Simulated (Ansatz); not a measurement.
Mulliken charges of `F[B@H-]1[OH+][B@@H-](F)[OH+]1` from r2SCAN/def2-TZVPP in Ansatz (PBE0-D4/def2-TZVP geometry).

| atom | x (Å) | y (Å) | z (Å) | charge (e) |
| --- | --- | --- | --- | --- |
| F1 | -1.311 | 1.428 | 1.125 | -0.300 |
| B2 | -0.392 | 0.472 | 0.913 | 0.312 |
| O3 | -0.913 | -0.610 | -0.067 | -0.178 |
| B4 | 0.312 | -0.388 | -0.990 | 0.312 |
| F5 | -0.064 | -0.095 | -2.246 | -0.300 |
| O6 | 0.626 | 0.893 | -0.177 | -0.178 |
| H7 | 0.140 | -0.002 | 1.884 | -0.053 |
| H8 | -1.002 | -1.493 | 0.299 | 0.218 |
| H9 | 1.153 | -1.240 | -0.855 | -0.053 |
| H10 | 1.535 | 0.985 | 0.118 | 0.218 |

Question: By hand: the dipole of these point charges (1 e Å = 4.8032 D).

Answer: Σ q r = (0.486, -0.469, 0.392) e Å, of length 0.781 e Å = 3.75 D.

Question: How does the dipole of the full density compare? (An estimate is asked.)

Answer: Computed: (0.431, -0.416, 0.347) e Å, 3.33 D; the point charges give 1.13 times that, at 0° from its direction.

Point charges leave out the atoms' own dipoles, such as those of lone pairs, and Mulliken's split depends on the basis, so the close match here is no proof of good charges.
